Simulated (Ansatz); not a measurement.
Consider the substitution at a C–C bond: `C=CC(F)S` + `BN` → `BNC(F)S` + `C=C`.

Calculated with Ansatz (gas phase, PBE0-D4/def2-TZVP geometries, no zero-point term in ΔE). CCSD(T)/CBS is the MP2 limit (def2-TZVPP, def2-QZVPP) plus CCSD(T) − MP2 in def2-TZVPP, frozen cores. This one scheme is used for every species. Functionals use def2-TZVPP. Each species was taken in one conformer, which may not be the lowest.

| level | ΔE (kJ/mol) | difference from CCSD(T)/CBS |
| --- | --- | --- |
| PBE0-D4 | 36.1 | 1.5 |
| ωB97M-V | 34.2 | -0.4 |
| PBE | 36.0 | 1.4 |
| PBE0 | 36.3 | 1.7 |
| HF/def2-TZVPP | 33.3 | -1.3 |
| MP2/def2-TZVPP | 37.0 | 2.4 |
| SCS-MP2/def2-TZVPP | 35.1 | 0.5 |
| CCSD/def2-TZVPP | 33.7 | -0.9 |
| HF/def2-QZVPP | 33.3 | -1.3 |
| CCSD/CBS(def2) | 34.7 | 0.1 |
| CCSD(T)/CBS | 34.6 | 0 |

Largest T1 diagnostic among the species: 0.013.
